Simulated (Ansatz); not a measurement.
```yaml
atoms:
  - { symbol: O, position_ang: [0.0000, 0.0000, 0.0000] }
  - { symbol: O, position_ang: [0.0000, 1.6350, 1.0050] }
  - { symbol: O, position_ang: [0.0000, -1.6350, 1.0050] }
```

Basis set: pcseg-2 (spherical functions). Charge 0, multiplicity 1.

Computed with Ansatz (development build ahead of 0.2.0); each method stands on the lowest determinant of its kind that the runs found.

Give the atomization energy at this shape (free ground-state atoms in the same class of orbitals less the molecule, no zero-point energy) of singlet O3 by PBE (unrestricted), RHF.

```
            method  atomization energy
PBE (unrestricted)        244.9 kJ/mol
               RHF       -875.1 kJ/mol
```

Caution: the shape is not the minimum. Caution for PBE (unrestricted): the unrestricted determinant is a mixture of spin states. Caution for RHF: stretched shape with no unrestricted run beside it, a lower state can exist; the molecule lies well above its atoms at this level.
